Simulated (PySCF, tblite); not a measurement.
Isomers of C6H14N (doublet state), one GFN2-xTB conformer each. Single-point energies are computed at B3LYP/pcH-1 (PySCF, gas phase, no added dispersion term), electronic only. GFN2-xTB treats the open shell by occupation alone, and not every SCF solution was tested for stability.

```
                   SMILES  GFN2-xTB relative energy (kcal/mol)
        CC[C@H](C)[C](C)N                                  0.0
[CH2][C@@H](N)[C@@H](C)CC                                 16.7
```

Conformers: `[CH3:1][CH2:2][C@H:3]([CH3:4])[C:5]([CH3:6])[NH2:7]` (doublet state) with C1–C2–C3–C4 -176°, C2–C3–C5–C6 69°, C3–C5–N7–H 169° and 39°; `[CH2:1][C@@H:2]([NH2:3])[C@@H:4]([CH3:5])[CH2:6][CH3:7]` (doublet state) with H–C1–C2–N3 87° and -72°, C1–C2–N3–H -58° and 60°, C1–C2–C4–C5 54°, C2–C4–C6–C7 76°.

**Question.** What does B3LYP/pcH-1 give for the same structures?

**Answer.** 
| SMILES | B3LYP/pcH-1 E (Eh) | B3LYP/pcH-1 (kcal/mol) | GFN2-xTB (kcal/mol) | point group |
| --- | --- | --- | --- | --- |
| CC[C@H](C)[C](C)N | -291.81030 | 0.0 | 0.0 | C1 |
| [CH2][C@@H](N)[C@@H](C)CC | -291.78662 | 14.9 | 16.7 | C1 |

Both levels put the same isomer lowest. 

**Question.** What happens when harmonic zero-point energies from GFN2-xTB frequencies are added?

**Answer.** 
```json
{"SMILES": "CC[C@H](C)[C](C)N", "ZPE (kcal/mol)": "118.5", "electronic (kcal/mol)": "0.0", "with ZPE (kcal/mol)": "0.0"}
{"SMILES": "[CH2][C@@H](N)[C@@H](C)CC", "ZPE (kcal/mol)": "118.1", "electronic (kcal/mol)": "14.9", "with ZPE (kcal/mol)": "14.5"}
```

The zero-point energies span 0.4 kcal/mol. The order is unchanged.
